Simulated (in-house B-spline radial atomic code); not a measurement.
Relativistic effects in the chromium ion Cr⁷⁺, [Ne] 3s2 3p5: non-relativistic Hartree-Fock (point nucleus) against Dirac-Hartree-Fock (Fermi nucleus of rms radius 3.6452 fm), both averages of the configuration, computed with a B-spline radial code for spherical atoms.

```json
{"orbital": "1s1/2", "ε NR (Eh)": "-225.91", "ε Dirac (Eh)": "-227.64", "<r> NR (bohr)": "0.06415", "<r> Dirac (bohr)": "0.06351", "change of <r> (%)": "-1.0"}
{"orbital": "2s1/2", "ε NR (Eh)": "-31.787", "ε Dirac (Eh)": "?", "<r> NR (bohr)": "0.2932", "<r> Dirac (bohr)": "?", "change of <r> (%)": "?"}
{"orbital": "2p1/2", "ε NR (Eh)": "-27.706", "ε Dirac (Eh)": "-27.974", "<r> NR (bohr)": "0.2596", "<r> Dirac (bohr)": "0.2567", "change of <r> (%)": "-1.1"}
{"orbital": "2p3/2", "ε NR (Eh)": "-27.706", "ε Dirac (Eh)": "-27.65", "<r> NR (bohr)": "0.2596", "<r> Dirac (bohr)": "0.2594", "change of <r> (%)": "-0.1"}
{"orbital": "3s1/2", "ε NR (Eh)": "-8.0859", "ε Dirac (Eh)": "-8.1483", "<r> NR (bohr)": "0.837", "<r> Dirac (bohr)": "0.831", "change of <r> (%)": "-0.7"}
{"orbital": "3p1/2", "ε NR (Eh)": "-6.816", "ε Dirac (Eh)": "-6.8595", "<r> NR (bohr)": "0.856", "<r> Dirac (bohr)": "0.8502", "change of <r> (%)": "-0.7"}
{"orbital": "3p3/2", "ε NR (Eh)": "-6.816", "ε Dirac (Eh)": "?", "<r> NR (bohr)": "0.856", "<r> Dirac (bohr)": "?", "change of <r> (%)": "?"}
```

(1) What happens to 3p3/2?

(2) What happens to 2s1/2?

(3) What explains the pattern of contraction and expansion?

(4) By how much does the total energy change?

## Answers

(1) Its energy goes to -6.8099 hartree and <r> to 0.8557 bohr (-0.03 %).

(2) Its energy goes to -32.135 hartree and <r> to 0.2902 bohr (-1.02 %).

(3) The s and p1/2 orbitals contract directly, as their density near the nucleus moves at relativistic speed. Nothing expands appreciably in this ion.

(4) By -6.4893 hartree, from -1028.015 to -1034.504.
